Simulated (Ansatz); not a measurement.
# Energy profile

The step: BNH₂F₂ ([NH2][B]([F])[F]) + SiH₄ → BSiH₃F₂ ([F][B]([F])[SiH3]) + NH₃ (still joined by a long B–N bond); bonds formed: B1–Si6, N2–H5; bonds broken: H5–Si6; bonds weakened to dative contacts: B1–N2 (atoms numbered as in the saddle structure below).

```xyz
11
angstrom
B -0.2689 0.2662 -0.8772
N 1.2118 0.6996 -0.8359
F -0.5091 -0.7779 -1.6966
F -1.1376 1.2980 -0.8778
H 0.7251 0.1291 0.2402
Si -0.6493 -0.6946 1.2552
H 1.8669 0.1722 -1.3959
H 1.4058 1.6907 -0.8027
H -0.6034 0.1823 2.4604
H -2.0733 -0.9867 0.9436
H 0.0321 -1.9787 1.5866
```

Electronic energies by CCSD(T) at an estimated basis limit (MP2 extrapolated from triple and quadruple zeta, plus CCSD(T) − MP2 in triple zeta), on PBE0-D4/def2-TZVP structures; BSiNH₆F₂, singlet; no counterpoise correction. Computed with Ansatz 0.2.0 (basis: def2-TZVPP and def2-QZVPP); correlated methods freeze the cores. Extrapolation: Hartree–Fock as exp(−7.88 √X), correlation as X^−2.97.

Q: Give the profile in kcal/mol, counted from the separated reactants. (Judge from chemistry; the value comes from the calculation.)

A: By the calculation:
```tsv
point	kcal/mol
separated: BNH₂F₂ (linked as [NH2][B]([F])[F]; B1, N2, F3, F4, H7, H8; singlet) + SiH₄ (H5, Si6, H9, H10, H11; singlet)	0.00
start structure	-1.12
saddle	57.13
end structure	15.31
separated: BSiH₃F₂ (linked as [F][B]([F])[SiH3]; B1, F3, F4, Si6, H9, H10, H11; singlet) + NH₃ (N2, H5, H7, H8; singlet)	32.06
```

The T1 diagnostic stays at or below 0.014. The start structure is not quite a true minimum (one mode of 32i cm⁻¹).

For scale, one of the runs: CCSD(T)/def2-TZVPP, 250 basis functions, launched by `ansatz run in.yaml --threads 8 --pin off --events-out ev --progress --plain --max-ram 19148MiB`. The run took 2.1 min on 8 CPU threads of an AMD EPYC 7R43 (shared host), with 5.6 GiB of host memory at its peak.
